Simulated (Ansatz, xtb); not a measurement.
# A geometry optimisation of FGaH4Sn with r2SCAN-D4/def2-SVP

The starting geometry of this gas-phase singlet has its atoms placed at random.

```yaml
atoms:
  - { symbol: F, position_ang: [-0.6617, -2.0660, -0.2361] }
  - { symbol: Ga, position_ang: [-0.7624, 1.0063, -0.1394] }
  - { symbol: Sn, position_ang: [-0.7570, -1.3632, 1.5610] }
  - { symbol: H, position_ang: [1.0249, -0.8830, 1.3160] }
  - { symbol: H, position_ang: [-1.8180, -1.3777, -0.1463] }
  - { symbol: H, position_ang: [-0.4212, 0.0011, -1.8420] }
  - { symbol: H, position_ang: [-0.6819, -1.3393, -0.8340] }
```

Q: Guess where an optimisation with r2SCAN-D4/def2-SVP ends from this start.

A: It loosens into FGaH2Sn + H2, which stay close as a complex. Distances that change by over a tenth: H6–H7 (1.70 → 0.78 Å). Contacts that open: F1–H7 (0.94 → 2.01 Å). Contacts that close: Ga2–H4 (2.98 → 1.88 Å), Ga2–H5 (2.61 → 1.88 Å).

The energy falls by 5.89 eV over 17 steps:

```json
{"step": "1", "E − E(last) (eV)": "5.887"}
{"step": "3", "E − E(last) (eV)": "2.089"}
{"step": "5", "E − E(last) (eV)": "1.155"}
{"step": "6", "E − E(last) (eV)": "0.900"}
{"step": "8", "E − E(last) (eV)": "0.603"}
{"step": "10", "E − E(last) (eV)": "0.443"}
{"step": "12", "E − E(last) (eV)": "0.196"}
{"step": "13", "E − E(last) (eV)": "0.109"}
{"step": "15", "E − E(last) (eV)": "0.011"}
{"step": "17", "E − E(last) (eV)": "0.000"}
```

Final geometry (Å):

| atom | x (Å) | y (Å) | z (Å) |
| --- | --- | --- | --- |
| F | -0.4747 | -2.7605 | -0.2236 |
| Ga | -0.6673 | 0.9189 | 0.0402 |
| Sn | -0.8099 | -1.8104 | 1.4938 |
| H | 0.3640 | -0.3509 | 0.9579 |
| H | -1.8453 | -0.4387 | 0.5763 |
| H | -0.3046 | -0.4487 | -1.7653 |
| H | -0.3394 | -1.1315 | -1.4000 |

From the same start GFN2-xTB ends elsewhere, in pieces: H2Sn + FGa + H2.

From so rough a start the end depends on the optimiser's path, so another program may land elsewhere. No frequencies were run, so the end isn't proven a minimum. Atoms past krypton carry core potentials, without spin–orbit terms. Run with Ansatz 0.2.0, 41 s on 2 threads of Intel(R) Xeon(R) Platinum 8259CL CPU @ 2.50GHz (Skylake/Cascade Lake) (shared host).
